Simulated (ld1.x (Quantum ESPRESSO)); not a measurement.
**Al (Z = 13): excitation energies, all-electron against TM**

```json
{"Element": "aluminium", "Generator": "ld1.x (Quantum ESPRESSO) 7.5", "Type": "norm-conserving Troullier–Martins (Kleinman–Bylander form)", "Functional": "LDA (PZ)", "Relativity": "scalar-relativistic", "Frozen core": "[Ne]", "Valence charge": "3", "Reference configuration": "3s1 3p0 (charge +2)", "Partial waves": "3p (bound, empty): rc 2.20 bohr; 3s (bound): rc 1.35 bohr", "Local potential": "the s channel", "Core correction": "a·sin(br)/r model core inside 0.65 bohr"}
```

Energies are relative to the spin-unpolarised reference configuration 3s1 3p0; without spin polarisation the order of configurations can differ from experiment. Spin-polarised rows fill each open shell by Hund’s rule, majority spin first. The frozen-core shift is the all-electron ΔE with the core orbitals held at their reference shape minus the fully relaxed ΔE.

| valence configuration | charge | ΔE all-electron (eV) | error AE − PS (meV) | frozen-core shift (meV) |
| --- | --- | --- | --- | --- |
| 3s2 3p1 | 0 | -25.224 | +36 | +25 |
| 3s2 3p0.5 | +0.5 | -23.099 | +23 | +22 |
| 3s2 3p1.3 | -0.3 | -25.822 | +41 | +26 |
| 3s1 3p2 | 0 | -20.069 | +34 | +15 |
| 3s0 3p3 | 0 | -14.719 | +25 | +7.9 |
| 3s1 3p0 (spin-polarised) | +2 | -0.427 | -2.2 | +2.3 |
| 3s2 3p1 (spin-polarised) | 0 | -25.360 | +38 | +26 |

(1) What are ΔE and the potential's error for 3s2 3p0?

(2) What are ΔE and the potential's error for 3s1 3p1?

Levels in the configuration 3s2 3p1:

```
level  all-electron (eV)  pseudo (eV)
   3s             -7.836       -7.856
   3p             -2.789       -2.810
```

Results:

(1) ΔE = -19.377 eV all-electron; the error (AE − PS) is +8.3 meV.

(2) ΔE = -13.558 eV all-electron; the error (AE − PS) is +13 meV.
